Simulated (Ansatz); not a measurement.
Consider the redistribution: `[CH3][Ga]([NH2])[Cl]` + `COB(N)Br` → `C[O][Ga]([CH3])[Cl]` + `NB(N)Br`.

Program: Ansatz. Geometries: PBE0-D4/def2-TZVP. ΔE: electronic, gas phase. CCSD(T)/CBS is the MP2 limit (def2-TZVPP, def2-QZVPP) plus CCSD(T) − MP2 in def2-TZVPP, frozen cores. DFT in def2-TZVPP. For Br, Ga outer-core shells are correlated without core-valence functions, which leaves a few kJ/mol of doubt a bond. Scalar relativity is left out up to krypton. One conformer a species, not always the lowest.

**Question.** Is it downhill or uphill in electronic energy at CCSD(T)/CBS, and by how much? (An estimate is asked.)

**Answer.** Ansatz gave: Uphill: ΔE = +22.4 kJ/mol.

**Question.** What do these levels give: PBE0-D4, ωB97X-V, HF/def2-TZVPP, CCSD/def2-TZVPP, HF/def2-QZVPP, HF/CBS(def2)? (An estimate is asked.)

**Answer.** Computed: PBE0-D4 17.2, ωB97X-V 18.4, HF/def2-TZVPP 19.0, CCSD/def2-TZVPP 19.6, HF/def2-QZVPP 18.8, HF/CBS(def2) 18.8 kJ/mol.

Largest T1 diagnostic among the species: 0.013.
